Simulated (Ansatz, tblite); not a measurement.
Removing an electron: YBr₃. Charge 0, multiplicity 1. Geometry: r2SCAN-D4/def2-SVP. Ansatz, gas phase; energy differences of separate SCF runs; the oxidised species was run as a doublet alone.

Cartesian coordinates in Å:
```
Y 0.0004 0.0005 0.0002
Br -1.7856 0.0752 1.8777
Br 2.0612 -1.5548 0.2331
Br -0.2760 1.4791 -2.1110
```

In the def2 sets Y takes a core potential; there is no spin–orbit coupling. The xTB rows come from tblite. Correlated methods freeze 27 core orbitals; core or outer-core shells of Y, Br are correlated, in sets that lack core-valence functions. The rows differ in basis, and correlated rows in double-zeta sets carry the largest basis error. In CCSD on the charge 1 doublet the largest single amplitude is 0.42, so its Hartree–Fock determinant may place the open shell otherwise than the density functionals do.

```tsv
level	−HOMO (eV)	vertical IE (eV)	−LUMO (eV)	HOMO–LUMO gap (eV)
GFN1-xTB	10.78	14.33	8.45	2.33
GFN2-xTB	12.23	14.77	11.72	0.51
HF/def2-SVP	–	10.23	–	–
PBE-D4/def2-TZVP	7.26	9.71	3.73	3.53
r2SCAN-D4/def2-TZVP	7.61	10.00	3.42	4.18
PBE0-D4/def2-TZVP	8.51	10.24	2.98	5.53
MP2/def2-SVP	–	10.90	–	–
CCSD/def2-SVP	–	10.68	–	–
CCSD(T)/def2-SVP	–	10.59	–	–
```

Relaxing the oxidised species (r2SCAN-D4/def2-SVP) changes its energy by -0.24 eV at PBE-D4/def2-TZVP, so the adiabatic ionisation energy to this nearest minimum is 9.47 eV. At PBE0-D4/def2-TZVP it is 9.75 eV.    Raw xTB energy differences between charge states are shifted by several eV; the methods need an empirical correction for them.
